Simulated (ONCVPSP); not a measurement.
## Potentials for cerium (Ce) compared

Generated with ld1.x 7.5 (TM, RRKJ, ultrasoft, PAW), atompaw 4.2 or ONCVPSP 4.0.1. The cutoff is in Ry: for ld1.x and atompaw files where the sum of valence levels is converged to 10 mRy in a Bessel basis, for ONCV files where the hardest occupied wave has 1 mHa per electron of residual kinetic energy. The error is the largest all-electron minus pseudo excitation energy over each file’s own four to seven test configurations (ionisations up to +4, promotions, holes and added fractions of an electron), all of which were solved. The labels leave out finer settings (local radius, basis sizes, second energies), which also bear on the numbers. Spin-polarised tests are not counted. The rows are a selection from randomly drawn settings: files with unsolved tests, undetermined cutoffs or missed reference levels are left out.

A true bound ghost makes a file unfit for plane-wave use even where its test errors are small: the radial tests pick states by their node count and pass the ghost by.

| potential | cutoff (Ry) | largest error (meV) | bound ghosts |
| --- | --- | --- | --- |
| ONCV, PBE, fully relativistic, rc 1.90/2.05/3.30/1.60 (spdf), local smoothed, core correction yes, reference 4f1 5s2 5p6 5d1 6s2, qcut 5/4.2/5.7/9.3, projectors 2/2/2/2 | 83 | +271 | s |
| ONCV, BLYP, scalar-relativistic, rc 2.00/2.50/4.00/1.30 (spdf), local smoothed, core correction yes, reference 4f1 5s2 5p6 5d2 6s1, qcut 5.1/6.9/4.2/11.5, projectors 2/2/3/2 | 136 | +7.8 | s |

(1) Fill in the row for Ce: ONCV, PBEsol, scalar-relativistic, rc 2.90/1.90/3.60/1.80 (spdf), local smoothed, core correction yes, reference 4f1 5s2 5p6 5d1 6s2, qcut 4.9/3.6/4.7/9.9, projectors 2/2/2/2.

(2) Fill in the row for Ce: ONCV, PBE, scalar-relativistic, rc 2.25/1.70/2.90 (spd), local smoothed, core correction yes, reference 5s2 5p6 5d1 6s1.5, qcut 4/4.8/4.6, projectors 2/2/2.

(3) Fill in the row for Ce: ONCV, LDA (Perdew-Wang 92), fully relativistic, rc 2.05/2.50/3.20/1.80 (spdf), local smoothed, core correction no, reference 4f1 5s2 5p6 5d1 6s1 6p1, qcut 5.2/5.6/5.3/9.9, projectors 3/2/2/3.

## Answers

(1) cutoff 84 Ry, largest error -14 meV, bound ghosts: none.

(2) cutoff 48 Ry, largest error -2.4 meV, bound ghosts: none.

(3) cutoff 78 Ry, largest error -1.3 meV, bound ghosts: none.
